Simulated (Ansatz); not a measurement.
`[CH3][Al]([SiH3])[Br]` + `O[BH][GaH2]` → `[CH3][Al]([SiH3])[BH]O` + `[GaH2][Br]`  (redistribution)

Computed with Ansatz on PBE0-D4/def2-TZVP structures; ΔE is electronic, products minus reactants. CBS: MP2 limit from def2 TZ/QZ plus the TZ coupled-cluster correction, frozen cores. DFT in def2-TZVPP. B3LYP here is the variant with VWN-RPA as its local correlation; programs differ in this. For Br, Ga outer-core shells are correlated without core-valence functions, which leaves a few kJ/mol of doubt a bond. Scalar relativity is left out up to krypton. One conformer a species, not always the lowest.

Task: Is it downhill or uphill in electronic energy at CCSD(T)/CBS, and by how much? (Estimate.)

Result: Computed: Uphill: ΔE = +55.2 kJ/mol.

Task: What do these levels give: PBE-D4, PBE0-D4, ωB97X-V, ωB97M-V, B2PLYP, r2SCAN, PBE0, B3LYP, HF/def2-TZVPP, SCS-MP2/def2-TZVPP, CCSD/def2-TZVPP, CCSD(T)/def2-TZVPP? (Estimate.)

Result: Ansatz gave: PBE-D4 48.1, PBE0-D4 50.1, ωB97X-V 51.5, ωB97M-V 54.0, B2PLYP 53.4, r2SCAN 53.4, PBE0 50.0, B3LYP 52.3, HF/def2-TZVPP 52.1, SCS-MP2/def2-TZVPP 54.2, CCSD/def2-TZVPP 52.6, CCSD(T)/def2-TZVPP 51.3 kJ/mol.

Largest T1 diagnostic among the species: 0.014.
